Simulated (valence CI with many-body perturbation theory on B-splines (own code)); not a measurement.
# E1 transitions of Rb5+

Calculated by configuration interaction combined with many-body perturbation theory (CI+MBPT): four valence electrons over a frozen Dirac-Fock core [Ar] 3d10, radial functions for each j: 11 s, 11 p, 9 d, 7 f, 5 g, 2 h, 1 i, with the one-electron correlation potential Σ1, the two-electron term Σ2, the three-electron term Σ3, Breit, model QED; selected CI, second order for the rest, scaled by the run's own slope (own B-spline code, finite nucleus).

Against 13 measured levels this calculation errs by 109 cm⁻¹ on average and by 203 at most. These come from a selection out of Sansonetti, J. Phys. Chem. Ref. Data 35, 301 (2006). Levels without a partner in it may be off by more. Among the levels kept, up to 370 cm⁻¹ of a level comes from second order outside the variational space, and about a tenth of that is noise between levels of different J, which matters for small intervals.

Lines 151 to 200 of 227 in falling wavelength, among levels below 386790 cm⁻¹, chosen from the strongest by gf and those to the six lowest levels. Wavelengths and rates use the calculated energies, so an error of 100 cm⁻¹ moves a line at 463.9 Å by 0.046 % and its rate by three times that or more. Electric multipoles are in the length gauge, E1 and E2 with the static RPA response of the core. Weak lines are less certain than strong ones. Lines between different terms over intervals too small for the method are left out, as are lines whose strength nearly cancels. Where a level lies close to another of its J and parity, the split of strength between their lines is uncertain. The highest levels of a list are the least certain.

Names give the largest LS component (configuration and term), which can be under half, so a name can repeat, a term be missing and a line seem to break the LS rules; names also repeat where a configuration has a term twice. Letters in brackets count levels of one name in rising energy.

| λ vac (Å) | Upper | Lower | A (s⁻¹) | S (a.u.) |
| --- | --- | --- | --- | --- |
| 463.9 | 4s.4p3 1P°_1 | 4s2.4p2 3P_1 | 2.74e+09 | 4.04e-01 |
| 463.2 | 4s2.4p.4d 3F°_3 | 4s2.4p2 3P_2 | 4.46e+08 | 1.53e-01 |
| 463.2 | 4s2.4p.5p 3P_2 | 4s.4p3 3D°_3 | 1.74e+09 | 4.27e-01 |
| 460.7 | 4s2.4p.4d 3F°_2 | 4s2.4p2 3P_1 | 1.27e+08 | 3.06e-02 |
| 459.4 | 4s2.4p.5p 3P_2 | 4s.4p3 3D°_2 | 4.60e+08 | 1.10e-01 |
| 454.6 | 4s.4p2.4d 5F_1 | 4s.4p3 5S°_2 | 3.08e+06 | 4.28e-04 |
| 453.1 | 4s.4p3 1P°_1 | 4s2.4p2 3P_0 | 5.66e+08 | 7.80e-02 |
| 452.2 | 4s.4p2.4d 5F_2 | 4s.4p3 5S°_2 | 2.22e+07 | 5.06e-03 |
| 451.2 | 4s.4p2.4d 3P_2 | 4s.4p3 3D°_3 | 9.22e+09 | 2.09e+00 |
| 450.9 | 4s2.4p.4d 3P°_2 | 4s2.4p2 1D_2 | 7.23e+09 | 1.64e+00 |
| 448.7 | 4s2.4p.5p 1D_2 | 4s.4p3 3D°_3 | 8.39e+08 | 1.87e-01 |
| 448.4 | 4s.4p2.4d 5F_3 | 4s.4p3 5S°_2 | 4.84e+07 | 1.51e-02 |
| 447.7 | 4s.4p2.4d 3P_2 | 4s.4p3 3D°_2 | 5.38e+09 | 1.19e+00 |
| 447.4 | 4s.4p2.4d 3P_2 | 4s.4p3 3D°_1 | 7.33e+08 | 1.62e-01 |
| 445.2 | 4s2.4p.5p 1D_2 | 4s.4p3 3D°_2 | 9.34e+08 | 2.03e-01 |
| 442.9 | 4s2.4p.4d 3P°_1 | 4s2.4p2 1D_2 | 4.63e+08 | 5.96e-02 |
| 439.6 | 4s.4p2.4d 3G_4 | 4s.4p3 3D°_3 | 3.08e+08 | 1.16e-01 |
| 437.7 | 4s.4p2.4d 3P_1 | 4s.4p3 3D°_2 | 6.79e+09 | 8.43e-01 |
| 437.7 | 4s2.4p.4d 1D°_2 | 4s2.4p2 1D_2 | 1.79e+10 | 3.70e+00 |
| 437.4 | 4s.4p2.4d 3P_1 | 4s.4p3 3D°_1 | 8.31e+09 | 1.03e+00 |
| 433.2 | 4s.4p2.4d 5D_1 | 4s.4p3 5S°_2 | 1.99e+08 | 2.40e-02 |
| 432.0 | 4s.4p2.4d 5D_2 | 4s.4p3 5S°_2 | 5.60e+08 | 1.11e-01 |
| 431.3 | 4s.4p2.4d 3P_0 | 4s.4p3 3D°_1 | 1.31e+10 | 5.18e-01 |
| 430.9 | 4s2.4p.4d 3D°_1 | 4s2.4p2 1D_2 | 1.32e+09 | 1.56e-01 |
| 430.3 | 4s.4p2.4d 5D_3 | 4s.4p3 5S°_2 | 8.54e+08 | 2.35e-01 |
| 429.0 | 4s2.4p.4d 3D°_3 | 4s2.4p2 1D_2 | 1.72e+09 | 4.69e-01 |
| 428.4 | 4s2.4p.4d 3D°_2 | 4s2.4p2 1D_2 | 6.10e+09 | 1.18e+00 |
| 424.9 | 4s2.4p.4d 1P°_1 | 4s2.4p2 1S_0 | 3.08e+10 | 3.50e+00 |
| 424.4 | 4s2.4p.4d 3P°_2 | 4s2.4p2 3P_2 | 1.02e+10 | 1.93e+00 |
| 419.9 | 4s2.4p.5p 3D_1 [a] | 4s.4p3 5S°_2 | 2.75e+05 | 3.01e-05 |
| 417.2 | 4s2.4p.4d 3P°_1 | 4s2.4p2 3P_2 | 2.65e+09 | 2.85e-01 |
| 416.0 | 4s2.4p.4d 3P°_2 | 4s2.4p2 3P_1 | 1.29e+10 | 2.30e+00 |
| 413.9 | 4s.4p2.4d 3F_2 | 4s.4p3 5S°_2 | 1.31e+07 | 2.28e-03 |
| 412.6 | 4s2.4p.4d 1D°_2 | 4s2.4p2 3P_2 | 5.56e+08 | 9.64e-02 |
| 409.9 | 4s2.4p.5p 3D_1 [b] | 4s.4p3 5S°_2 | 3.76e+06 | 3.84e-04 |
| 409.4 | 4s.4p2.4d 3F_3 | 4s.4p3 5S°_2 | 1.50e+08 | 3.54e-02 |
| 409.1 | 4s2.4p.4d 3P°_1 | 4s2.4p2 3P_1 | 1.30e+09 | 1.31e-01 |
| 406.6 | 4s2.4p.4d 3D°_1 | 4s2.4p2 3P_2 | 9.20e+09 | 9.16e-01 |
| 404.9 | 4s2.4p.4d 3D°_3 | 4s2.4p2 3P_2 | 4.17e+10 | 9.56e+00 |
| 404.7 | 4s2.4p.4d 1D°_2 | 4s2.4p2 3P_1 | 1.45e+10 | 2.38e+00 |
| 404.3 | 4s2.4p.4d 3D°_2 | 4s2.4p2 3P_2 | 2.12e+10 | 3.46e+00 |
| 402.0 | 4s2.4p.4d 3P°_0 | 4s2.4p2 3P_1 | 2.88e+10 | 9.25e-01 |
| 400.7 | 4s2.4p.4d 3P°_1 | 4s2.4p2 3P_0 | 3.22e+10 | 3.06e+00 |
| 399.4 | 4s2.4p.5p 3P_1 | 4s.4p3 5S°_2 | 3.01e+06 | 2.84e-04 |
| 398.9 | 4s2.4p.4d 3D°_1 | 4s2.4p2 3P_1 | 2.45e+10 | 2.30e+00 |
| 398.0 | 4s.4p2.4d 5P_3 | 4s.4p3 5S°_2 | 4.05e+10 | 8.82e+00 |
| 397.8 | 4s2.4p.4d 1F°_3 | 4s2.4p2 1D_2 | 4.59e+10 | 1.00e+01 |
| 396.7 | 4s2.4p.4d 3D°_2 | 4s2.4p2 3P_1 | 1.24e+10 | 1.90e+00 |
| 396.1 | 4s2.4p.5p 3D_3 | 4s.4p3 5S°_2 | 4.76e+07 | 1.02e-02 |
| 395.0 | 4s.4p2.4d 5P_2 | 4s.4p3 5S°_2 | 2.70e+10 | 4.10e+00 |
